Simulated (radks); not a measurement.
The numbers below are computed, except where a source is named.
The mean radii <r> (bohr) of the occupied orbitals of an atom or ion are listed with their occupations. Code: a radial shooting solver on a logarithmic mesh with Libxc functionals. Model: scalar-relativistic Kohn-Sham, BLYP, spin-polarised, spherical densities, finite nucleus; Fermi nuclear charge, rms radius of each element as measured or else 0.836 A^(1/3) + 0.57 fm.

orbital  occ.      <r>
1s up       1  0.08573
1s down     1  0.08572
2s up       1   0.4143
2s down     1   0.4142
2p up       3   0.3766
2p down     3   0.3766
3s up       1    1.365
3s down     1    1.371
3p up       3    1.548
3p down     2    1.565
7s up       1    30.35

Name the element and its charge. Open shells, if any, are filled with parallel spins first.

Answer. Z = 18, argon, charge 0: Ar in [Ne] 3s2 3p5 7s1. The 1s radius gives Z: for a bare nucleus <r> = (2 gamma + 1)/(2Z) with gamma = sqrt(1 - (Z/c)^2), 0.08285 bohr for Z = 18, and screening makes it slightly larger (0.08573 here). The occupations add up to 18, and the charge is Z minus that.
